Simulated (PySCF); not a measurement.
C₃H₁₃BSSi.
Z-matrix (Å and degrees, PBE0-D3(BJ)/def2-SVP geometry), rows numbered from 1:
```
C 
S   1  1.7985
C   2  1.7974  1  100.65
B   2  1.9799  1  103.90  3   105.65
C   4  1.6101  2  108.21  1    71.37
Si  5  1.8761  4  109.39  2   177.45
H   1  1.0994  2  109.64  3   -57.48
H   1  1.0979  2  106.76  3  -175.93
H   1  1.0984  2  110.11  3    65.35
H   3  1.0983  2  110.10  1   -64.52
H   3  1.0991  2  109.59  1    58.32
H   3  1.0978  2  106.52  1   176.46
H   4  1.2273  2  102.80  1   -51.70
H   4  1.2259  2   99.89  1  -168.11
H   5  1.1047  4  112.76  2    58.46
H   5  1.1054  4  113.41  2   -63.88
H   6  1.4980  5  111.16  4    59.14
H   6  1.5015  5  111.94  4   178.87
H   6  1.4973  5  111.27  4   -61.11
```

Computed with core-valence-separated Tamm–Dancoff BHandHLYP/aug-pcX-1 (pcseg-1 on H, def2-SVPD on Si, def2-SVPD on S) in PySCF, non-relativistic, gas phase, PBE0-D3(BJ)/def2-SVP geometry. The energies are unshifted.

Question: What does the C 1s absorption edge look like?

Answer: 
| E (eV) | f | core hole on | main final orbital |
| --- | --- | --- | --- |
| 284.37 | 0.0071 | C5 | LUMO+1 (34 %) |
| 284.99 | 0.0200 | C5 | spread |
| 285.25 | 0.0050 | C5 | LUMO+1 (36 %) |
| 285.46 | 0.0537 | C3 | spread |
| 285.48 | 0.0051 | C5 | LUMO (39 %) |
| 285.50 | 0.0511 | C1 | spread |
| 285.55 | 0.0237 | C5 | LUMO+11 (35 %) |
| 285.83 | 0.0039 | C5 | spread |
| 285.97 | 0.0038 | C5 | LUMO+2 (32 %) |
| 286.16 | 0.0036 | C5 | LUMO+5 (33 %) |
| 286.33 | 0.0012 | C5 | LUMO+5 (32 %) |
| 286.43 | 0.0180 | C1/C3 | LUMO (2 roots, f summed) |
| 286.49 | 0.0008 | C5 | spread |

The first line with a tenth or more of the strongest one's intensity is at 284.37 eV (f = 0.007), with the hole on C5 (sp3 carbon bound to silicon). The strongest listed is at 285.46 eV (f = 0.054; C3).

Question: What does the B 1s absorption edge look like?

Answer: 
```csv
E (eV),f,core hole on,main final orbital
188.54,0.0603,B4,spread
189.42,0.0030,B4,LUMO+1 (66 %)
189.68,0.0057,B4,LUMO (46 %)
189.91,0.0064,B4,LUMO+2 (40 %)
190.15,0.0121,B4,spread
190.31,0.0029,B4,LUMO+4 (64 %)
190.54,0.0036,B4,LUMO+5 (37 %)
```

The first line with a tenth or more of the strongest one's intensity is at 188.54 eV (f = 0.060), with the hole on B4 (four-coordinate boron). It is also the strongest listed.

Roots within 0.03 eV whose holes lie on the same, on equivalent or on shared atoms are summed into one line, and the highest roots are left out, as the search may have cut off their partners. Final orbitals are the ground state's empty Kohn–Sham orbitals.

Question: What length of transition dipole belongs to the line at 284.99 eV?

Answer: From f = (2/3) ΔE |μ|² in atomic units, with ΔE = 10.473 Eh and f = 0.0200: |μ| = 0.054 au = 0.14 D.

Only the lowest roots of each edge were sought.

The run took about 70 s of CPU time (one thread, shared machine).

One conformer stands for the species.
